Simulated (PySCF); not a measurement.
Zn(Me)(OH) (CH4OZn), SMILES [CH3][Zn][OH]. Atoms are numbered in the order given.

```xyz
7

Zn     0.0012    -0.0342     0.0231
C     -0.1799     1.6766    -0.8296
H     -0.9363     2.2805    -0.3242
H     -0.4808     1.5545    -1.8720
H      0.7658     2.2216    -0.8057
O      0.2259    -1.6604     0.7113
H     -0.1130    -1.8080     1.5950
```
Charge 0, spin multiplicity 1.

The structure is a stationary point at PBE0-D3(BJ)/def2-TZVP. The isomer is the one that the SMILES or the coordinates give; other isomers of the formula were not compared. The values are those of a single conformer.

These are PBE0/pcSseg-1 (PySCF) values and carry that method's errors.

GIAO shieldings, no solvent; atoms alike by connectivity are averaged. δ = σ(ref) − σ: ¹³C against TMS (σ = 186.3 ppm); ¹H against TMS (σ = 31.56 ppm); ¹⁷O against H2O (σ = 334.2 ppm), references at their B3LYP-D3(BJ)/def2-TZVP geometries, non-relativistic.

| atoms | nucleus | count | δ (ppm) |
|---|---|---|---|
| C2 | ¹³C | 1 | (withheld) |
| H7 | ¹H | 1 | 0.44 |
| H3, H4, H5 | ¹H | 3 | -0.25 |
| O6 | ¹⁷O | 1 | (withheld) |

Q: Some entries are withheld; supply them. (Estimate from the structure and the level; the computed values follow.)

A: 
- C2, δ (ppm): -19.9
- O6, δ (ppm): -2.0
